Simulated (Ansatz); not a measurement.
`[O]=[Mo]([OH])(=[S])[Cl]` + HCl → `[O]=[Mo](=[S])([Cl])[Cl]` + H₂O at 298.15 K and 1 bar (ligand exchange at a Mo–O bond).

Calculated with Ansatz (gas phase, PBE0-D4/def2-TZVP geometries, no zero-point term in ΔE). CCSD(T)/CBS adds triple-zeta CCSD(T) − MP2 to the extrapolated MP2 energy (def2 sets, frozen cores). This one scheme is used for every species. Elements past krypton have def2 core potentials. For Mo outer-core shells are correlated without core-valence functions, which leaves a few kJ/mol of doubt a bond. Each species was taken in one conformer, which may not be the lowest.

| species | CCSD(T)/CBS energy (Eh) | H − E (kJ/mol) | S (J/(mol·K)) |
| --- | --- | --- | --- |
| `[O]=[Mo]([OH])(=[S])[Cl]` | -1076.80343 | 72.3 | 349.9 |
| HCl | -460.38127 | 26.6 | 186.8 |
| `[O]=[Mo](=[S])([Cl])[Cl]` | -1460.81919 | 40.4 | 355.4 |
| H₂O | -76.37941 | 66.4 | 188.7 |

H − E and S are ideal-gas, rigid-rotor, harmonic terms from PBE0-D4/def2-TZVP, for one conformer and one mirror image of each species. 1 Eh = 2625.50 kJ/mol, R = 8.31446 J/(mol·K).

Problem. By hand: ΔE, ΔH, ΔS and ΔG.

Solution. ΔE = (-1460.81919) + (-76.37941) − (-1076.80343) − (-460.38127) = -0.01390 Eh = -36.5 kJ/mol. Δ(H − E) = 40.4 + 66.4 − 72.3 − 26.6 = 7.9, so ΔH = -28.6 kJ/mol. ΔS = 355.4 + 188.7 − 349.9 − 186.8 = 7.4 J/(mol·K). ΔG = -28.6 − 298.15 × (7.4)/1000 = -30.8 kJ/mol.

Problem. By hand: the equilibrium constant, and the temperature at which ΔG would vanish if ΔH and ΔS stayed fixed.

Solution. log₁₀ K = −ΔG/(RT ln 10) = 5.4. ΔH and −TΔS have one sign here, so there is no such temperature.

The number of gas molecules stays the same, so ΔS is small and ΔH decides. A doubt of 5 kJ/mol in ΔE shifts log₁₀ K by 0.9 here. Other conformers and mirror images would add mixing entropy, several J/(mol·K) or more a flexible species. These are equilibria of isolated gas molecules and say nothing of rates. Largest T1 diagnostic: 0.024 (customary marks: 0.02 for closed shells, 0.045 for open ones).

ΔS is within the doubt of such terms, so its sign, and with it that verdict, could turn.
